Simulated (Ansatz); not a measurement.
Cartesian coordinates in Å:
```
S 1.633 1.652 0.366
Si 0.176 0.135 0.462
O 0.549 -1.283 -0.326
C -0.572 -0.647 -0.979
Br -2.226 -1.636 -0.859
H 1.291 2.137 1.572
H -0.462 0.055 1.788
H -0.390 -0.413 -2.023
```

Total charge 0; spin multiplicity 1.

(1) List the ωB97M-V/def2-TZVPP orbital energies in eV (Ansatz). (An estimate is asked.)

Results:

(1) Ansatz gave: Occupied: -13156.66, -2427.63, -1808.58, -1708.98, -1537.19, -1537.11, -1537.10, -526.74, -284.13, -241.82, -221.63, -181.58, -181.28, -181.27, -164.73, -164.66, -164.56, -149.56, -103.70, -103.67, -103.64, -74.93, -74.85, -74.84, -74.61, -74.61, -32.05, -24.86, -24.12, -20.30, -17.95, -16.05, -15.22, -14.41, -14.00, -12.27, -11.86, -11.27, -10.65, -10.44, -9.43. Lowest empty: 1.10, 1.46, 1.99, 2.22, 2.78, 3.80, 4.77, 4.95.
